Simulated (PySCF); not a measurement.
# Exact simulation of a proton spin system

Molecule: `C1=COC=C1C1CC1`, C7H8O.

Geometry:
| atom | x (Å) | y (Å) | z (Å) |
| --- | --- | --- | --- |
| C1 | 2.451 | -0.004 | -0.942 |
| C2 | 1.127 | 0.310 | -0.983 |
| C3 | 0.552 | -0.217 | 0.225 |
| C4 | -0.853 | -0.150 | 0.670 |
| C5 | -1.978 | -0.240 | -0.329 |
| C6 | -1.698 | 1.058 | 0.359 |
| C7 | 1.594 | -0.805 | 0.885 |
| O8 | 2.741 | -0.678 | 0.185 |
| H9 | 3.280 | 0.181 | -1.621 |
| H10 | 0.619 | 0.853 | -1.777 |
| H11 | -1.033 | -0.625 | 1.639 |
| H12 | -2.871 | -0.802 | -0.045 |
| H13 | -1.703 | -0.339 | -1.383 |
| H14 | -1.230 | 1.860 | -0.217 |
| H15 | -2.396 | 1.405 | 1.125 |
| H16 | 1.661 | -1.334 | 1.832 |

PySCF calculation with spin–spin couplings from B3LYP/pcJ-1 (without the spin–dipole term), NMR shieldings at KT3/pcSseg-1/GIAO and geometry from PBE0-D3(BJ)/def2-SVP; no solvent model, non-relativistic, averaged over atoms made equivalent by symmetry, fast rotation or ring inversion, single conformer.

Shifts are taken against calculated references (same method and geometry level): ¹H vs TMS.

Shifts (ppm): H9 7.17, H10 5.77, H11 1.50, H12/H15 0.91, H13/H14 0.51, H16 7.32.
Couplings (Hz): H9–H10: 2.3; H9–H11: 0.7; H9–H16: 1.5; H10–H11: -0.5; H10–H16: 0.8; H11–H12, H11–H15: 9.6; H11–H13, H11–H14: 5.6; H12–H13, H14–H15: -5.5; H12–H14, H13–H15: 7.1; H12–H15: 10.5; H12–H16, H15–H16: -0.2; H13–H14: 10.6.

The 8-spin Hamiltonian (Zeeman plus full scalar coupling among like nuclei) was diagonalised exactly; lines are Lorentzian, 1.0 Hz wide, and the maxima above 3 % are listed with the tallest set to 100.

(1) Give the ¹H peak list of this spin system at 250 MHz.

(2) And at 600 MHz?

(3) Among coupled protons with different shifts, which pair is furthest from first order, and how does the field change that?

## Answers

(1) 
Hz from δ = 0 (height): 1829.8 (100), 1794.0 (56), 1792.5 (84), 1791.0 (54), 1443.6 (81), 1441.4 (81), 390.6 (9), 385.0 (18), 380.8 (20), 375.4 (38), 370.0 (21), 365.8 (24), 360.2 (12), 238.9 (27), 233.7 (60), 233.0 (54), 231.5 (74), 230.4 (47), 229.4 (35), 226.2 (39), 223.7 (70), 222.1 (50), 221.6 (52), 216.7 (31), 209.3 (4), 200.1 (3), 153.2 (4), 147.0 (4), 136.2 (34), 130.8 (92), 128.9 (68), 126.3 (47), 125.3 (65), 123.6 (88), 118.0 (23)

(2) 
Hz from δ = 0 (height): 4392.2 (99), 4391.8 (100), 4303.5 (56), 4302.0 (84), 4300.5 (55), 3463.1 (82), 3460.9 (82), 915.4 (10), 909.8 (20), 905.7 (22), 900.2 (41), 894.6 (23), 890.6 (22), 885.0 (11), 557.2 (29), 551.6 (68), 550.0 (72), 549.1 (46), 547.6 (35), 544.6 (37), 542.1 (70), 540.4 (65), 535.0 (30), 527.9 (3), 314.9 (33), 309.5 (99), 307.9 (76), 304.8 (48), 303.9 (73), 302.3 (99), 296.8 (28)

(3) H12 and H14: Δν/J is about 14.1 at 250 MHz (close to first order) and 33.8 at 600 MHz (close to first order). J in Hz doesn't depend on the field, while Δν in Hz grows in proportion to it. The system also holds chemically equivalent protons that couple differently to a partner (AA′BB′ or AA′XX′ type), and that part stays second order at any field.

Unscaled 3J(H,H) at this level run about 10 % above measured values.
